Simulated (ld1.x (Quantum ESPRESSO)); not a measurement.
Pseudopotential generation for Cl: TM, PBE, non-relativistic.

ld1.x (Quantum ESPRESSO) 7.5 was run on this input:

```
&input
   title='Cl', zed=17., rel=0, dft='PBE', iswitch=3,
   config='[Ne] 3s2 3p4.75',
   nld=2, rlderiv=1.50, eminld=-4.0, emaxld=5.0, deld=0.02
 /
 &inputp
   pseudotype=2, tm=.true., lloc=0,
   nlcc=.false.,
   file_pseudopw='Cl.UPF', file_wfcaegen='ae.wfc', file_wfcncgen='nc.wfc', file_beta='beta', file_chi='chi'
 /
2
3P  2  1   4.75   0.00  1.35  1.35  0.0
3S  1  0   2.00   0.00  1.00  1.00  0.0
 &test
   configts(1)='3s2 3p4.75'
 /
```

Command:

```bash
ld1.x < Cl.in > Cl.out
```

Output (shortened: banner, matrices, multipoles, cross overlaps and the repeated all-electron block are left out):

```
Program LD1 v.7.5
     --------------------------- All-electron run ----------------------------

     Cl

     atomic number is 17.00
     dft =PBE   lsd =0 sic =0 latt =0  beta=0.20 tr2=1.0E-14
     Exchange-correlation= PBE
                           (   1   4   3   4   0   0   0)
     mesh =1157 r(mesh) = 101.16842 a.u. xmin = -7.00 dx = 0.01250
     1 Ry =  13.60569312 eV

     n l     nl                  e(Ry)          e(Ha)          e(eV)
     1 0     1S 1( 2.00)      -201.6442      -100.8221     -2743.5087
     2 0     2S 1( 2.00)       -18.6651        -9.3325      -253.9514
     2 1     2P 1( 6.00)       -14.2992        -7.1496      -194.5511
     3 0     3S 1( 2.00)        -1.7067        -0.8533       -23.2207
     3 1     3P 1( 4.75)        -0.8204        -0.4102       -11.1627

     final scf error:  3.5E-15 reached in  24 iterations

     Etot =    -919.745506 Ry,    -459.872753 Ha,  -12513.775108 eV

     Ekin =     918.627561 Ry,     459.313781 Ha,   12498.564695 eV
     Encl =   -2184.952022 Ry,   -1092.476011 Ha,  -29727.786704 eV
     Eh   =     402.344715 Ry,     201.172357 Ha,    5474.178722 eV
     Exc  =     -55.765760 Ry,     -27.882880 Ha,    -758.731821 eV

     normalization and overlap integrals

     s(1S/1S) =  1.000000  <r> =   0.0914  <r2> =    0.0112  r(max) =   0.0596
     s(2S/2S) =  1.000000  <r> =   0.4463  <r2> =    0.2366  r(max) =   0.3649
     s(2P/2P) =  1.000000  <r> =   0.4076  <r2> =    0.2069  r(max) =   0.3025
     s(3S/3S) =  1.000000  <r> =   1.5305  <r2> =    2.7216  r(max) =   1.2895
     s(3P/3P) =  1.000000  <r> =   1.8051  <r2> =    3.9052  r(max) =   1.4252

     ------------------------ End of All-electron run ------------------------

     --------------------- Generating NC pseudopotential ---------------------

      Generating local pot.: lloc=0, matching radius rcloc =   1.0000

      Wfc   3P  rcut= 1.339  Using Troullier-Martins method

     ------------------- End of pseudopotential generation -------------------

     Computing logarithmic derivative in   1.50766
     Computing logarithmic derivative in   1.50766
     Computing the partial wave expansion
       no projector for channel:   0
     R is outside the sphere for l=    1 j= 0.00

     ---------------------- Testing the pseudopotential ----------------------

     Cl

     atomic number is 17.00   valence charge is  7.00
     dft =PBE   lsd =0 sic =0 latt =0  beta=0.20 tr2=1.0E-14
     mesh =1157 r(mesh) = 101.16842 xmin = -7.00 dx = 0.01250

     n l     nl             e AE (Ry)        e PS (Ry)    De AE-PS (Ry)
     1 0     3S   1( 2.00)       -1.70669       -1.70669       -0.00000
     2 1     3P   1( 4.75)       -0.82044       -0.82044       -0.00000

     eps = 1.7E-17  iter = 12

     Etot =    -919.745506 Ry,    -459.872753 Ha,  -12513.775108 eV
     Etotps =   -29.615928 Ry,     -14.807964 Ha,    -402.945223 eV

     Ekin =      10.698386 Ry,       5.349193 Ha,     145.558953 eV
     Encl =     -57.080920 Ry,     -28.540460 Ha,    -776.625474 eV
     Ehrt =      23.904346 Ry,      11.952173 Ha,     325.235195 eV
     Ecxc =      -5.421397 Ry,      -2.710699 Ha,     -73.761870 eV
     Epseu=      -1.716342 Ry,      -0.858171 Ha,     -23.352027 eV

     ---------------------- End of pseudopotential test ----------------------
```

Generation and configuration tests took about 0.6 s on one core of a shared server CPU.

Transferability test of the new file with ld1.x, input:

```
&input
   title='Cl', zed=17., rel=0, dft='PBE', iswitch=2,
   config='[Ne] 3s2 3p4.75'
 /
 &test
   file_pseudo='Cl.UPF', nconf=8,
   configts(1)='3s2 3p4.75',
   configts(2)='3s2 3p5',
   configts(3)='3s2 3p4',
   configts(4)='3s2 3p3',
   configts(5)='3s2 3p4.5',
   configts(6)='3s1 3p6',
   configts(7)='3s2 3p2',
   configts(8)='3s2 3p1'
 /
```

```bash
ld1.x < Cl.test.in > Cl.test.out
```

Pseudopotential blocks of its output, shortened (energy terms left out):

```
     ---------------------- Testing the pseudopotential ----------------------

     n l     nl             e AE (Ry)        e PS (Ry)    De AE-PS (Ry)
     1 0     3S   1( 2.00)       -1.70669       -1.70669       -0.00000
     2 1     3P   1( 4.75)       -0.82044       -0.82044       -0.00000

     eps = 1.5E-16  iter = 12

     Etot =    -919.745506 Ry,    -459.872753 Ha,  -12513.775106 eV
     Etotps =   -29.615928 Ry,     -14.807964 Ha,    -402.945222 eV

     ---------------------- End of pseudopotential test ----------------------

          ---------------------- Testing the pseudopotential ----------------------

     n l     nl             e AE (Ry)        e PS (Ry)    De AE-PS (Ry)
     1 0     3S   1( 2.00)       -1.50885       -1.50892        0.00008
     2 1     3P   1( 5.00)       -0.63279       -0.63291        0.00011

     eps = 5.7E-15  iter = 20

     Etot =    -919.926989 Ry,    -459.963495 Ha,  -12516.244314 eV
     Etotps =   -29.797426 Ry,     -14.898713 Ha,    -405.414637 eV
     dEtot_ae =      -0.181483 Ry
     dEtot_ps =      -0.181499 Ry,   Delta E=       0.000015 Ry

     ---------------------- End of pseudopotential test ----------------------

          ---------------------- Testing the pseudopotential ----------------------

     n l     nl             e AE (Ry)        e PS (Ry)    De AE-PS (Ry)
     1 0     3S   1( 2.00)       -2.34589       -2.34534       -0.00054
     2 1     3P   1( 4.00)       -1.42869       -1.42794       -0.00075

     eps = 1.7E-16  iter = 15

     Etot =    -918.906069 Ry,    -459.453035 Ha,  -12502.353985 eV
     Etotps =   -28.776729 Ry,     -14.388365 Ha,    -391.527346 eV
     dEtot_ae =       0.839437 Ry
     dEtot_ps =       0.839198 Ry,   Delta E=       0.000239 Ry

     ---------------------- End of pseudopotential test ----------------------

          ---------------------- Testing the pseudopotential ----------------------

     n l     nl             e AE (Ry)        e PS (Ry)    De AE-PS (Ry)
     1 0     3S   1( 2.00)       -3.28685       -3.28459       -0.00226
     2 1     3P   1( 3.00)       -2.32930       -2.32619       -0.00312

     eps = 7.7E-15  iter = 17

     Etot =    -917.034863 Ry,    -458.517431 Ha,  -12476.894922 eV
     Etotps =   -26.907300 Ry,     -13.453650 Ha,    -366.092462 eV
     dEtot_ae =       2.710644 Ry
     dEtot_ps =       2.708628 Ry,   Delta E=       0.002016 Ry

     ---------------------- End of pseudopotential test ----------------------

          ---------------------- Testing the pseudopotential ----------------------

     n l     nl             e AE (Ry)        e PS (Ry)    De AE-PS (Ry)
     1 0     3S   1( 2.00)       -1.91256       -1.91244       -0.00013
     2 1     3P   1( 4.50)       -1.01602       -1.01584       -0.00018

     eps = 1.1E-15  iter = 15

     Etot =    -919.516105 Ry,    -459.758052 Ha,  -12510.653942 eV
     Etotps =   -29.386548 Ry,     -14.693274 Ha,    -399.824356 eV
     dEtot_ae =       0.229401 Ry
     dEtot_ps =       0.229379 Ry,   Delta E=       0.000022 Ry

     ---------------------- End of pseudopotential test ----------------------

          ---------------------- Testing the pseudopotential ----------------------

     n l     nl             e AE (Ry)        e PS (Ry)    De AE-PS (Ry)
     1 0     3S   1( 1.00)       -1.55591       -1.55267       -0.00324
     2 1     3P   1( 6.00)       -0.67205       -0.67229        0.00024

     eps = 4.6E-15  iter = 21

     Etot =    -919.046960 Ry,    -459.523480 Ha,  -12504.270900 eV
     Etotps =   -28.918810 Ry,     -14.459405 Ha,    -393.460451 eV
     dEtot_ae =       0.698546 Ry
     dEtot_ps =       0.697118 Ry,   Delta E=       0.001428 Ry

     ---------------------- End of pseudopotential test ----------------------

          ---------------------- Testing the pseudopotential ----------------------

     n l     nl             e AE (Ry)        e PS (Ry)    De AE-PS (Ry)
     1 0     3S   1( 2.00)       -4.31114       -4.30561       -0.00553  !
     2 1     3P   1( 2.00)       -3.31573       -3.30789       -0.00784  !

     eps = 8.7E-15  iter = 16

     Etot =    -914.218889 Ry,    -457.109444 Ha,  -12438.581649 eV
     Etotps =   -24.096564 Ry,     -12.048282 Ha,    -327.850451 eV
     dEtot_ae =       5.526617 Ry
     dEtot_ps =       5.519364 Ry,   Delta E=       0.007253 Ry

     ---------------------- End of pseudopotential test ----------------------

          ---------------------- Testing the pseudopotential ----------------------

     n l     nl             e AE (Ry)        e PS (Ry)    De AE-PS (Ry)
     1 0     3S   1( 2.00)       -5.40417       -5.39318       -0.01099  !
     2 1     3P   1( 1.00)       -4.37434       -4.35783       -0.01650  !

     eps = 4.8E-15  iter = 13

     Etot =    -910.379323 Ry,    -455.189661 Ha,  -12386.341690 eV
     Etotps =   -20.268721 Ry,     -10.134361 Ha,    -275.770001 eV
     dEtot_ae =       9.366183 Ry
     dEtot_ps =       9.347206 Ry,   Delta E=       0.018977 Ry

     ---------------------- End of pseudopotential test ----------------------
```
